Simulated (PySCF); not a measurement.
**Field gradients at the hydrogen positions**

C6H10OSi.
Cartesian coordinates in Å at the GFN2-xTB level; atoms count from 1:
```xyz
18
C6H10OSi angstrom
Si     2.654    0.765    0.221
O      1.428    0.121    1.064
C      0.103   -0.027    0.732
C     -0.720    1.159    0.392
C     -1.629    0.866   -0.528
C     -1.539   -0.559   -0.997
C     -0.425   -1.141   -0.149
C     -0.662   -1.173    1.336
H      2.478    2.206    0.028
H      2.784    0.144   -1.101
H      3.745    0.435    1.123
H     -0.554    2.111    0.863
H     -2.374    1.538   -0.919
H     -2.485   -1.085   -0.846
H     -1.303   -0.604   -2.063
H      0.235   -1.877   -0.583
H     -1.657   -0.988    1.711
H     -0.088   -1.886    1.908
```

Level: PBE0/pcSseg-1 (PySCF, non-relativistic); Q(2H) = 0.00286 b; rigid geometry, the same for H and D, with no vibrational averaging.

Question: Rank these positions by the coupling χzz of a deuteron there, largest first.
A. H9 (Si–H hydrogen)
B. H18 (methylene hydrogen)
C. H13 (vinylic hydrogen)
D. H11 (Si–H hydrogen)
E. H14 (methylene hydrogen)

Answer: C (228 kHz), B (223 kHz), E (205 kHz), D (113 kHz), A (106 kHz).

Give the electric field gradient Vzz (the principal value of largest size), its asymmetry and the 2H coupling at each hydrogen.

| atom | bonded to | bond length (Å) | Vzz (au) | η | χzz (kHz) |
| --- | --- | --- | --- | --- | --- |
| H9 | Si1 | 1.465 | 0.1580 | 0.04 | 106 |
| H10 | Si1 | 1.466 | 0.1581 | 0.03 | 106 |
| H11 | Si1 | 1.454 | 0.1678 | 0.01 | 113 |
| H12 | C4 | 1.075 | 0.3409 | 0.05 | 229 |
| H13 | C5 | 1.076 | 0.3385 | 0.05 | 228 |
| H14 | C6 | 1.093 | 0.3049 | 0.01 | 205 |
| H15 | C6 | 1.093 | 0.3047 | 0.02 | 205 |
| H16 | C7 | 1.079 | 0.3331 | 0.08 | 224 |
| H17 | C8 | 1.080 | 0.3294 | 0.07 | 221 |
| H18 | C8 | 1.079 | 0.3324 | 0.07 | 223 |

Average by the element that carries the hydrogen.

on Si: 108 kHz over 3 positions, mean bond length 1.462 Å; on C: 219 kHz over 7 positions, mean bond length 1.082 Å.

How does χzz go with the bond length over the 7 C–H bonds?

A straight-line fit has a slope of -13.6 kHz for each 0.01 Å, with a correlation coefficient of -1.00, over lengths from 1.075 to 1.093 Å. The longer bonds have the smaller couplings here.

A static deuteron (I = 1) shows a doublet split by (3/2)χ, (3/4)χ(1 + η) and (3/4)χ(1 − η) with the field along z, y and x of the gradient. What are these for H11?

With |χ| = 112.8 kHz and η = 0.014: 169, 86 and 83 kHz, to first order and without motion.

Isolated species at its GFN2-xTB geometry (one conformer only). GFN2-xTB bond lengths can be off by several hundredths of an ångström, more for odd bonds, and the gradients follow them. With so small a basis the couplings can be 20 % off.

The run behind these numbers computed NMR shieldings as well. Hardware: an AMD EPYC with one thread, on a shared host. Cost: 82 s of wall time (grids of density and orbitals included), 0.86 GiB resident at most.
